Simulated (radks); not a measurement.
The numbers below are computed, except where a source is named.
Q: Coherent X-ray form factor from a spherical all-electron density. Code: a radial shooting solver on a logarithmic mesh with Libxc functionals. Model: scalar-relativistic Kohn-Sham, exchange-only LDA, spin-unpolarised, spherical densities, finite nucleus; Fermi nuclear charge, rms radius of each element as measured or else 0.836 A^(1/3) + 0.57 fm.

sin(theta)/lambda (1/angstrom)  f0 (electrons)
0.05                                    52.306
0.1                                     50.384
0.15                                    47.642
0.2                                     44.550
0.25                                    41.482
0.3                                     38.647
0.4                                     33.844
0.5                                     29.936
0.6                                     26.627
0.8                                     21.532
1                                       18.208
1.25                                    15.427
1.5                                     13.130
2                                        9.182

The species is in the configuration that NIST lists as its ground one. Which atom or ion scatters so?

A: The barium ion Ba3+, [Kr] 4d10 5s2 5p5. Extrapolating in s^2 from the first two rows gives f0(0) = 52.9, near the electron count 53; among species with that count, the fall with angle is slower the higher Z, and the table is that of Z = 56; from so few rows the species is fixed only to a neighbour or two.
